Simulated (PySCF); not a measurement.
**Hg2H4 at several levels of theory**

Computed with PySCF 2.14.0 (density fitting, no spin-orbit coupling) at the geometry relaxed with TPSS:

```xyz
6
Hg2H4 (singlet)
Hg   -0.6143    0.0000    1.9079
Hg    0.6143    0.0000   -1.9079
H     1.5596    0.0000   -0.5309
H    -1.5596    0.0000    0.5309
H     0.3122    0.0000    3.2869
H    -0.3122    0.0000   -3.2869
```

```tsv
level	basis	state	HOMO (eV)	gap (eV)	charge on Hg1 (e)	dipole about the centre of mass (D)	largest force component (eV/Å)
TPSS	Hg def2-SVP with ECP60, H def2-SVP	singlet	-7.05	5.67	0.30	0.00	0.00
M06-L	the same	singlet	-7.04	6.11	0.46	0.00	0.15
revPBE	the same	singlet	-6.83	5.37	0.24	0.00	0.08
wB97X	the same	singlet	-10.27	10.98	0.29	0.00	0.09
TPSS	Hg def2-TZVP with ECP60, H def2-TZVP	singlet	-7.10	5.49	0.21	0.00	0.11
TPSS	Hg x2c-SVPall, H x2c-SVPall	singlet	-7.07	5.51	0.00	0.00	0.06
```

Charges are Mulliken's, which hang on the basis. The relaxation used the grid (50, 194), these runs (75, 302) or, all-electron (x2c bases, spin-free X2C Hamiltonian), (99, 590).

Task: What does CAM-B3LYP with Hg def2-SVP with ECP60, H def2-SVP give here?

Result: state singlet, HOMO (eV) -9.28, gap (eV) 9.08, charge on Hg1 (e) 0.26, dipole about the centre of mass (D) 0.00, largest force component (eV/Å) 0.13. Time: 3.6 s on 2 threads of Arm Neoverse V1 (shared host), from an already converged density.

In the first row's basis the gap widens with exact exchange: 5.4 to 6.1 eV for revPBE, TPSS, M06-L (none); 9.1 to 11.0 eV for CAM-B3LYP, wB97X (rising or full at long range).

No frequency check is given that shows the relaxed geometry to be a minimum.
